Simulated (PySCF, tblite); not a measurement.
C₄H₅N₃Si.
Bonds: C1–C2 (triple), C2–C3, C3–C4 (aromatic), C4–N5 (aromatic), N5–N6 (aromatic), N6–Si7, N6–N8 (aromatic), C3–N8 (aromatic). Hydrogens: H9 on C1; H10 on C4; H11, H12, H13 on Si7.

The geometry is computed with GFN2-xTB (gas phase).

Some entries are withheld. Bonds in one row agree within 0.01 Å.

```csv
coordinate,value
C1≡C2,?
C2–C3,?
C3–C4,?
C4–N5,1.314 Å
N5–N6,1.326 Å
N6–Si7,1.763 Å
N6–N8,1.320 Å
C3–N8,?
C1–H9,1.049 Å
C4–H10,1.070 Å
"Si7–H11, Si7–H12, Si7–H13",1.459 Å
C1–C2–C3,?
C2–C3–C4,128.1°
C2–C3–N8,124.6°
C4–C3–N8,107.3°
C3–C4–N5,?
C4–N5–N6,105.6°
N5–N6–Si7,124.1°
N5–N6–N8,?
Si7–N6–N8,122.2°
C3–N8–N6,105.5°
```

Task: Estimate the withheld lengths and angles.

Result: 
- C1≡C2 = 1.200 Å, drawn triple (terminal alkyne carbon to alkyne carbon); 0.18 Å below the sum of covalent radii, 1.38 Å.
- C2–C3 = 1.405 Å, drawn single (alkyne carbon to substituted aromatic carbon); 0.02 Å below the sum of covalent radii, 1.42 Å.
- C3–C4 = 1.417 Å, aromatic (substituted aromatic carbon to aromatic CH next to a ring nitrogen); 0.04 Å below the sum of covalent radii, 1.46 Å.
- C3–N8 = 1.327 Å, aromatic (substituted aromatic carbon to pyridine-type nitrogen); 0.11 Å below the sum of covalent radii, 1.44 Å.
- C1–C2–C3 = 178.2°, at the alkyne carbon; the outer atoms are 2.605 Å apart.
- C3–C4–N5 = 107.9°, at the aromatic CH next to a ring nitrogen, inside a 5-membered ring; the outer atoms are 2.209 Å apart.
- N5–N6–N8 = 113.7°, at the pyrrole-type nitrogen, inside a 5-membered ring; the outer atoms are 2.215 Å apart.

Radii are Cordero's, carbon taken as 0.76, 0.73 or 0.69 Å for four, three, and two or fewer neighbours.

Its GFN2-xTB frequencies are all real (lowest 36 cm⁻¹).
